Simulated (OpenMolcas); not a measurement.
# Sr+: effect of the basis set

| Item | Value |
| --- | --- |
| Program | OpenMolcas 26.06 |
| Method | SS-CASPT2, IPEA 0.25 Eh, imaginary shift 0.1 Eh (closed shells correlated: 4s 4p) |
| Active space | 1 electron in 9 orbitals (4d 5s 5p) |
| State averaging | 2S+1 = 2 even, 6 roots; 2S+1 = 2 odd, 3 roots |
| Spin-orbit coupling | state interaction with AMFI integrals over the reference wave functions, term energies averaged over their components |

A. ANO-R2 [6s5p3d1f], X2C, finite nucleus; CASPT2 step roughly 1.4 core-seconds
B. ANO-RCC-VTZP [7s6p3d1f], DKH2, point nucleus; CASPT2 step roughly 1.4 core-seconds
C. ANO-RCC-VQZP [8s7p4d2f1g], DKH2, point nucleus; CASPT2 step of the order of 3 core-seconds
D. ANO-RCC [11s10p7d4f2g], DKH2, point nucleus; CASPT2 step about 9 core-seconds

Energies in eV above 5s 2S 1/2, the measured ground level; measured values from NIST Handbook of Basic Atomic Spectroscopic Data.

| Level | A | B | C | D | Measured |
| --- | --- | --- | --- | --- | --- |
| 5s 2S 1/2 | 0.0000 | 0.0000 | 0.0000 | 0.0000 | 0.0000 |
| 4d 2D 3/2 | 2.127 | 2.117 | 1.975 | 1.826 | 1.8047 |
| 4d 2D 5/2 | 2.161 | 2.150 | 2.008 | 1.864 | 1.8395 |
| 5p 2P* 1/2 | 3.291 | 2.936 | 2.942 | 2.949 | 2.9403 |
| 5p 2P* 3/2 | 3.389 | 3.001 | 3.011 | 3.016 | 3.0397 |

Deviations, from unrounded energies. A percentage is the sum of absolute deviations over the sum of measured energies, with the sign that they share, or ± where signs differ.

| Against measurement | Levels | A | B | C | D |
| --- | --- | --- | --- | --- | --- |
| mean absolute deviation (cm-1) | 4 | 2700 | 1300 | 750 | 160 |
| other configurations (%) | 4 | +14.0 | ±6.9 | ±3.8 | ±0.8 |

D lies closest to measurement on these levels and A furthest from it. The largest miss of D in the table is 4d 2D 5/2, by +200 cm-1. The ranking rests on the paired levels alone, and a cruder setting can come out closer through cancelling errors.

Among A to D the level of the table that moves most is 5p 2P* 3/2, by 3100 cm-1 (lowest in B, highest in A). Moves below CASPT2's spread within the term are not significant.

CASPT2 breaks the degeneracy within a term, and the mean is taken; among the terms shown or strongly mixed into the levels shown the widest spread is 220 cm-1 (4d 2D, D). ANO sets are built for ground and valence states and can reach diffuse excited orbitals poorly. With one active electron, CASPT2 adds the correlation within the correlated inactive shells and between them and that electron, and leaves the splitting within a term as the reference gives it. The ANO-R sets hold no well-fitted valence p shell for this element, so s → p excitations can come out far too high (holds for A). Computed and measured levels are paired by configuration, term and J; levels that our copy of the source lacks, or whose pairing is in doubt (as where it misses far off the trend of its configuration), stay unpaired and out of the deviations. Levels of configurations outside the active space are missing.

* marks odd parity.
